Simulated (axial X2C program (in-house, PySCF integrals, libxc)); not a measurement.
## Potential curves of RuC, 2c

Calculated with an axial X2C code built on PySCF integrals. Two-component (2c) means X2C with spin–orbit coupling and atomic mean-field two-electron Coulomb and Gaunt terms. Basis: Ru dyall-cv3z [12s12p8d5f3g], C dyall-v3z [7s6p2d1f] (cores contracted in-house); Gaussian nuclei, density fitting, unrestricted open shells. Masses: Ru 101.904 u, C 12.000 u.

State: Ω = 3 (⟨Sz⟩ = 1.00, ⟨Lz⟩ = 2.00 at TPSS). Energies in eV from the lowest point of each curve. Fits are polynomials in 1 − R0/R over 0.85 to 1.23 times the lowest point R0.

```json
{"R (Å)": "1.4007", "TPSS": "1.8521"}
{"R (Å)": "1.4651", "TPSS": "0.8534"}
{"R (Å)": "1.5134", "TPSS": "0.3911"}
{"R (Å)": "1.5617", "TPSS": "0.1198"}
{"R (Å)": "1.6100", "TPSS": "0.0000"}
{"R (Å)": "1.6663", "TPSS": "0.0089"}
{"R (Å)": "1.7227", "TPSS": "0.1391"}
{"R (Å)": "1.7952", "TPSS": "0.4317"}
{"R (Å)": "1.8837", "TPSS": "0.9066"}
{"R (Å)": "2.0125", "TPSS": "1.6843"}
```

One determinant describes the state; a PBE0 search over occupations chose it and may have missed a lower one. Density functionals use the spin component along the axis (collinear). Without a current term, density functionals place determinants with orbital angular momentum somewhat too high. With several unpaired electrons one determinant need not be a pure state. A state of lower Ω lies just above, and one determinant can place such states too high, so the state shown need not be the lowest. The search has Ω = 0 only 0.04 eV up. At some level and bond length an empty orbital lies below a filled one. The lowest spin-free determinant has another configuration (M_S = 0, Λ = 0), so the order of states is uncertain and this need not be the ground state.

**Question.** Fit the TPSS curve near its minimum: give the equilibrium distance and the harmonic wavenumber.

**Answer.** At TPSS, 2c: Re = 1.634 Å, ωe ≈ 1070 cm⁻¹; Be follows as 0.588 cm⁻¹.
